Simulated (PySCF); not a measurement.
**From computed data to an observable: entropy of an ideal gas**

CH3N2S, SMILES [NH]C(N)=S, multiplicity 2.

Geometry optimised at PBE0-D3(BJ)/def2-SVP. The isomer is the one that the SMILES or the coordinates give; other isomers of the formula were not compared. The values are those of a single conformer.

PBE0-D3(BJ)/def2-SVP in PySCF gives the harmonic wavenumbers 342, 368, 448, 488, 599, 666, 755, 1041, 1104, 1276, 1521, 1637, 3554, 3612, 3755 cm⁻¹ and the rotational temperatures 0.5278, 0.2575, 0.1736 K. The molar mass is 75.11 g/mol, the symmetry number 1, the spin multiplicity 2.

### Question
Work out the entropy at 298.15 K and 1 atm in the rigid-rotor, harmonic-oscillator model.

### Answer

Translation (Sackur–Tetrode at 1 atm): S = R[1.5 ln M + 2.5 ln T − 1.16487] = 162.6 J/(mol K).
Rotation: q = (√π/σ) T^1.5/√(θA θB θC) = 59400, S = R[ln q + 3/2] = 103.9 J/(mol K).
Vibration: with u = 1.4388 ν/T, each mode gives R[u/(e^u − 1) − ln(1 − e^−u)]:
```json
[
 {"ν (cm⁻¹)": "342", "modes": "1", "u": "1.65", "S (J/(mol K))": "5.03"},
 {"ν (cm⁻¹)": "368", "modes": "1", "u": "1.78", "S (J/(mol K))": "4.55"},
 {"ν (cm⁻¹)": "448", "modes": "1", "u": "2.16", "S (J/(mol K))": "3.35"},
 {"ν (cm⁻¹)": "488", "modes": "1", "u": "2.35", "S (J/(mol K))": "2.88"},
 {"ν (cm⁻¹)": "599", "modes": "1", "u": "2.89", "S (J/(mol K))": "1.89"},
 {"ν (cm⁻¹)": "666", "modes": "1", "u": "3.21", "S (J/(mol K))": "1.46"},
 {"ν (cm⁻¹)": "755", "modes": "1", "u": "3.64", "S (J/(mol K))": "1.03"},
 {"ν (cm⁻¹)": "1041", "modes": "1", "u": "5.02", "S (J/(mol K))": "0.33"},
 {"ν (cm⁻¹)": "1104", "modes": "1", "u": "5.33", "S (J/(mol K))": "0.26"},
 {"ν (cm⁻¹)": "1276", "modes": "1", "u": "6.16", "S (J/(mol K))": "0.13"},
 {"ν (cm⁻¹)": "1521", "modes": "1", "u": "7.34", "S (J/(mol K))": "0.05"},
 {"ν (cm⁻¹)": "1637", "modes": "1", "u": "7.90", "S (J/(mol K))": "0.03"}
]
```
The stiffer modes add less than 0.005 each. Sum 21.0 J/(mol K).
Spin: R ln 2 = 5.8 J/(mol K).
Total 293.2 J/(mol K); the program's own thermochemistry gives 293.2. Translation makes up 55 % and vibration 7 %. Anharmonicity, hindered rotation and orbital degeneracy are left out.
